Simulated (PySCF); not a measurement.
**Radial density of P²⁺ (phosphorus, charge +2)**

M06-2X, [Ne] 3s1 3p1 3d1, one real determinant (an excited configuration). Computed with PySCF 2.14 in aug-cc-pCVQZ-DK (10s9p7d5f3g, 134 functions), with scalar relativity by spin-free X2C-1e.

```
r (bohr)  4πr²ρ (e/bohr)  4πr²(ρα − ρβ)
 0.00163         0.08357         0.0003
 0.00275          0.2190         0.0008
 0.00462          0.5649         0.0022
 0.00777           1.410         0.0054
  0.0131           3.319         0.0127
  0.0220           7.064         0.0266
  0.0370           12.62         0.0456
  0.0622           16.90         0.0551
   0.105           14.82         0.0474
   0.176           10.84         0.1196
   0.296           14.71         0.3112
   0.498           13.34         0.1389
   0.838           3.885         0.2973
    1.41           1.781         1.6249
    2.37           1.027         1.0262
    3.99          0.1463         0.1463
    6.71        0.003327         0.0033
```

Densities and radii are taken from the X2C orbitals without a picture-change correction, which distorts them close to the nucleus.

⟨L²⟩ = 8.00 against 12 for a pure F term, so this real determinant mixes terms. The outer electron is Rydberg-like, and this basis confines it to a smaller radius and binds it less than a complete one would.
